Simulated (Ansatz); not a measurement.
Reaction (redistribution): `CO[SiH2][NH][GeH3]` + `[SiH3]P` → `CO[SiH2]P` + `[SiH3][NH][GeH3]`

Computed with Ansatz on PBE0-D4/def2-TZVP structures; ΔE is electronic, products minus reactants. CCSD(T)/CBS is the MP2 limit (def2-TZVPP, def2-QZVPP) plus CCSD(T) − MP2 in def2-TZVPP, frozen cores. This one scheme is used for every species. Functionals use def2-TZVPP. B3LYP here is the variant with VWN-RPA as its local correlation; programs differ in this. For Ge outer-core shells are correlated without core-valence functions, which leaves a few kJ/mol of doubt a bond. Scalar relativity is left out up to krypton. One conformer a species, not always the lowest.

`CO[SiH2][NH][GeH3]`:

```xyz
14

C     0.367    2.121    1.452
O    -0.285    1.072    0.780
Si    0.296   -0.469    0.773
N    -0.571   -1.440   -0.323
Ge   -0.510   -1.308   -2.159
H    -0.118    3.060    1.179
H     1.426    2.186    1.173
H     0.303    2.004    2.540
H     0.170   -1.062    2.133
H     1.727   -0.403    0.365
H    -1.368   -1.939    0.042
H    -1.720   -0.528   -2.706
H     0.794   -0.570   -2.488
H    -0.509   -2.724   -2.762
```

`[SiH3]P`:

Cartesian coordinates in Å:
```
Si -0.744 -0.158 -0.305
P 1.487 0.142 -0.161
H -0.991 -1.544 -0.778
H -1.271 0.798 -1.313
H -1.464 0.050 0.979
H 1.611 -0.646 1.015
H 1.371 1.359 0.563
```

`CO[SiH2]P`:

Z-matrix (Å, degrees):
```
C
O 1 1.410
H 1 1.096 2 111.6
H 1 1.091 2 108.1 3 119.4
H 1 1.096 2 111.3 3 -121.4
Si 2 1.642 1 123.0 3 60.2
P 6 2.257 2 110.6 1 -61.6
H 6 1.482 2 105.4 1 174.8
H 6 1.492 2 110.9 1 55.5
H 7 1.420 6 94.4 2 -86.4
H 7 1.421 6 91.9 2 179.6
```

`[SiH3][NH][GeH3]`:

```xyz
10

Si    0.750   -1.287   -0.536
N    -0.059    0.226   -0.630
Ge   -0.708    1.236    0.762
H     1.385   -1.368    0.805
H     1.788   -1.386   -1.598
H    -0.147   -2.471   -0.691
H    -0.390    0.513   -1.539
H     0.138    0.883    1.993
H    -2.194    0.933    1.043
H    -0.563    2.722    0.392
```

| level | ΔE (kcal/mol) |
| --- | --- |
| B3LYP-D4 | 4.9 |
| B2PLYP | 5.1 |
| CCSD/def2-TZVPP | 5.3 |
| HF/def2-QZVPP | 5.0 |

Problem. What does CCSD(T)/CBS give? (An estimate is asked.)

Solution. Ansatz gave: +5.1 kcal/mol. The listed levels differ from it by -0.2, 0.0, 0.2, -0.1 kcal/mol.

Largest T1 diagnostic among the species: 0.013.
